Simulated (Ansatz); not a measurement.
Sb(Me)3 cation (C3H9Sb), SMILES [CH3][Sb]([CH3])[CH3] (connectivity only; charge and spin as stated), charge +1, multiplicity 2.

Geometry optimised at r2SCAN-D4/def2-SVP. The multiplicity is an assumed one; no other spin state was optimised. The isomer is the one that the SMILES or the coordinates give; other isomers of the formula were not compared. The def2 effective core potentials stand for the cores of Sb; spin–orbit coupling is left out.

Two levels are set side by side: PBE/def2-SVPD (Ansatz, a quantum-chemistry and plane-wave program) and PBE0/def2-SVPD (Ansatz). Energy differences of separate SCF runs at the same geometry; the states with an electron removed or added have multiplicity 1 and 1. Differences are taken from unrounded values.

```
quantity                           PBE
-------------------------------  -----
vertical ionisation energy (eV)  13.96
vertical electron affinity (eV)   7.10
```

Q: These are the PBE values. What does PBE0 give? (Estimate from the structure and the level; the computed values follow.)

A: 
```json
[
 {"quantity": "vertical ionisation energy (eV)", "PBE0": "14.17", "PBE minus PBE0": "-0.21"},
 {"quantity": "vertical electron affinity (eV)", "PBE0": "7.12", "PBE minus PBE0": "-0.02"}
]
```

Here PBE gives about what the other level gives.
